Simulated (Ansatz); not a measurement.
`N[SiH](F)Cl` + CH₃SH → `CS[SiH](F)Cl` + NH₃ at 500 K and 1 bar (ligand exchange at the Si–N bond).

Program: Ansatz. Geometries: PBE0-D4/def2-TZVP. ΔE: electronic, gas phase. CBS: MP2 limit from def2 TZ/QZ plus the TZ coupled-cluster correction, frozen cores. This one scheme is used for every species. Each species was taken in one conformer, which may not be the lowest.

```json
{"species": "`N[SiH](F)Cl`", "CCSD(T)/CBS energy (Eh)": "-905.31614", "H − E (kJ/mol)": "141.3", "S (J/(mol·K))": "367.1"}
{"species": "CH₃SH", "CCSD(T)/CBS energy (Eh)": "-438.22835", "H − E (kJ/mol)": "145.1", "S (J/(mol·K))": "283.7"}
{"species": "`CS[SiH](F)Cl`", "CCSD(T)/CBS energy (Eh)": "-1287.03339", "H − E (kJ/mol)": "185.7", "S (J/(mol·K))": "424.7"}
{"species": "NH₃", "CCSD(T)/CBS energy (Eh)": "-56.50880", "H − E (kJ/mol)": "108.2", "S (J/(mol·K))": "211.8"}
```

H − E and S are ideal-gas, rigid-rotor, harmonic terms from PBE0-D4/def2-TZVP, for one conformer and one mirror image of each species. 1 Eh = 2625.50 kJ/mol, R = 8.31446 J/(mol·K).

Problem. By hand: ΔE, ΔH, ΔS and ΔG.

Solution. ΔE = (-1287.03339) + (-56.50880) − (-905.31614) − (-438.22835) = 0.00230 Eh = 6.0 kJ/mol. Δ(H − E) = 185.7 + 108.2 − 141.3 − 145.1 = 7.5, so ΔH = 13.5 kJ/mol. ΔS = 424.7 + 211.8 − 367.1 − 283.7 = -14.3 J/(mol·K). ΔG = 13.5 − 500 × (-14.3)/1000 = 20.6 kJ/mol.

Problem. By hand: the equilibrium constant, and the temperature at which ΔG would vanish if ΔH and ΔS stayed fixed.

Solution. log₁₀ K = −ΔG/(RT ln 10) = -2.2. ΔH and −TΔS have one sign here, so there is no such temperature.

TΔS isn't small against ΔH here. A doubt of 5 kJ/mol in ΔE shifts log₁₀ K by 0.5 here. Other conformers and mirror images would add mixing entropy, several J/(mol·K) or more a flexible species. Modes under 60 cm⁻¹, often nearly free rotors, make the harmonic entropy too high. These are equilibria of isolated gas molecules and say nothing of rates. Largest T1 diagnostic: 0.011 (customary marks: 0.02 for closed shells, 0.045 for open ones).
